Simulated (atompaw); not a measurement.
# Reading a pseudo-wave (bromine)

Columns: radius, all-electron u(r) and pseudo u(r) of the 4p shell (level -28.23 eV) of bromine in the configuration [Ar] 3d10 4s2 4p3; PBE, scalar-relativistic, PAW (atompaw) scheme, atompaw 4.2.0.5.

| r (bohr) | all-electron | pseudo |
| --- | --- | --- |
| 0.062 | 0.1930 | 0.0039 |
| 0.123 | 0.2155 | 0.0154 |
| 0.185 | 0.0517 | 0.0345 |
| 0.246 | -0.1448 | 0.0602 |
| 0.308 | -0.2961 | 0.0926 |
| 0.369 | -0.3729 | 0.1300 |
| 0.431 | -0.3820 | 0.1727 |
| 0.492 | -0.3382 | 0.2184 |
| 0.554 | -0.2574 | 0.2677 |
| 0.615 | -0.1562 | 0.3179 |
| 0.677 | -0.0426 | 0.3698 |
| 0.738 | 0.0716 | 0.4206 |
| 0.800 | 0.1846 | 0.4714 |
| 0.862 | 0.2908 | 0.5203 |
| 0.923 | 0.3864 | 0.5660 |
| 0.985 | 0.4734 | 0.6095 |
| 1.046 | 0.5484 | 0.6489 |
| 1.108 | 0.6141 | 0.6851 |
| 1.169 | 0.6685 | 0.7167 |
| 1.231 | 0.7141 | 0.7447 |
| 1.292 | 0.7499 | 0.7680 |
| 1.354 | 0.7779 | 0.7872 |
| 1.415 | 0.7977 | 0.8018 |
| 1.477 | 0.8107 | 0.8120 |
| 1.538 | 0.8174 | 0.8176 |
| 1.600 | 0.8185 | 0.8185 |

(1) How many radial nodes do the two functions have?

(2) Is the pseudo-wave norm-conserving?

## Answers

(1) The all-electron 4p function has n − l − 1 = 2; the pseudo-wave has 0, since the states of the same l below it are removed with the core.

(2) No, it belongs to a PAW set: the norm inside the radius is not constrained, and the difference is carried by the augmentation charge.
